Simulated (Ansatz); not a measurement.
Process, species as SMILES: O[SiH](O)O [trihydroxysilane] → O[Si](O)O + H atom (the H-Si bond at the site shown breaks; other sites are not compared here)
Structures are relaxed separately at B3LYP-D3(BJ)/def2-TZVP in Ansatz (a quantum-chemistry and plane-wave program), one conformer each, not searched for the lowest.
Geometry of the first species:
SMILES: O[SiH](O)O
```xyz
8

O      0.4966     1.5128    -0.0600
Si    -0.1600     0.0575     0.2913
O      0.9302    -1.1724     0.3848
O     -1.1860    -0.3739    -0.9101
H      0.8173     1.6628    -0.9537
H     -0.8291     0.2598     1.5841
H      1.5897    -1.1489     1.0823
H     -1.2646    -1.3107    -1.1072
```

Quantity: bond dissociation energy (electronic energy difference), in kcal/mol. Valence correlation only, unless marked. Open shells are spin-unrestricted. No spin-orbit coupling. Non-relativistic unless marked X2C. CBS(X,Y): correlation extrapolated as X^-3; Hartree-Fock from the larger set. [CCSD(T)-MP2]/basis is that difference in the basis named.

```json
[
 {"level": "HF/cc-pV(D+d)Z", "program": "Ansatz", "bond dissociation energy (kcal/mol)": "85.0", "minus last row": "-18.3"},
 {"level": "PBE/def2-TZVPD", "program": "Ansatz", "bond dissociation energy (kcal/mol)": "93.5", "minus last row": "-9.8"},
 {"level": "PBE-D4/def2-TZVPD", "program": "Ansatz + dftd4", "bond dissociation energy (kcal/mol)": "93.8", "minus last row": "-9.5"},
 {"level": "BLYP/def2-TZVPD", "program": "Ansatz", "bond dissociation energy (kcal/mol)": "95.4", "minus last row": "-7.9"},
 {"level": "revPBE/def2-TZVPD", "program": "Ansatz", "bond dissociation energy (kcal/mol)": "91.9", "minus last row": "-11.4"},
 {"level": "r2SCAN/def2-TZVPD", "program": "Ansatz", "bond dissociation energy (kcal/mol)": "96.1", "minus last row": "-7.2"},
 {"level": "PBE0/def2-SVP", "program": "Ansatz", "bond dissociation energy (kcal/mol)": "97.4", "minus last row": "-5.9"},
 {"level": "PBE0/def2-TZVPD", "program": "Ansatz", "bond dissociation energy (kcal/mol)": "96.2", "minus last row": "-7.1"},
 {"level": "HSE06-D3(BJ)/def2-TZVPD", "program": "Ansatz + dftd3", "bond dissociation energy (kcal/mol)": "96.4", "minus last row": "-6.9"},
 {"level": "CAM-B3LYP-D4/def2-TZVPD", "program": "Ansatz + dftd4", "bond dissociation energy (kcal/mol)": "100.8", "minus last row": "-2.5"},
 {"level": "CAM-B3LYP/def2-TZVPD", "program": "Ansatz", "bond dissociation energy (kcal/mol)": "100.6", "minus last row": "-2.7"},
 {"level": "RPA@PBE/cc-pV(T+d)Z", "program": "Ansatz", "bond dissociation energy (kcal/mol)": "100.1", "minus last row": "-3.2"},
 {"level": "RPA@PBE/cc-pV(Q+d)Z", "program": "Ansatz", "bond dissociation energy (kcal/mol)": "100.3", "minus last row": "-3.0"},
 {"level": "MP2/6-31G", "program": "Ansatz", "bond dissociation energy (kcal/mol)": "83.4", "minus last row": "-19.9"},
 {"level": "MP2/cc-pV(T+d)Z", "program": "Ansatz", "bond dissociation energy (kcal/mol)": "99.5", "minus last row": "-3.8"},
 {"level": "RI-MP2/aug-cc-pV(T+d)Z", "program": "Ansatz", "bond dissociation energy (kcal/mol)": "98.8", "minus last row": "-4.5"},
 {"level": "CCSD/6-31G*", "program": "Ansatz", "bond dissociation energy (kcal/mol)": "94.9", "minus last row": "-8.4"},
 {"level": "CCSD(T)/6-31G", "program": "Ansatz", "bond dissociation energy (kcal/mol)": "85.2", "minus last row": "-18.1"},
 {"level": "X2C-CCSD(T)/cc-pVTZ-DK", "program": "Ansatz", "bond dissociation energy (kcal/mol)": "101.3", "minus last row": "-2.0"},
 {"level": "RI-MP2/CBS(aug-cc-pV(T+d)Z,aug-cc-pV(Q+d)Z)+[CCSD(T)-MP2]/aug-cc-pV(D+d)Z", "program": "Ansatz", "bond dissociation energy (kcal/mol)": "103.7", "minus last row": "0.4"},
 {"level": "RI-MP2/CBS(aug-cc-pV(T+d)Z,aug-cc-pV(Q+d)Z)+[CCSD(T)-MP2]/aug-cc-pV(T+d)Z", "program": "Ansatz", "bond dissociation energy (kcal/mol)": "103.3", "minus last row": "0.0"}
]
```
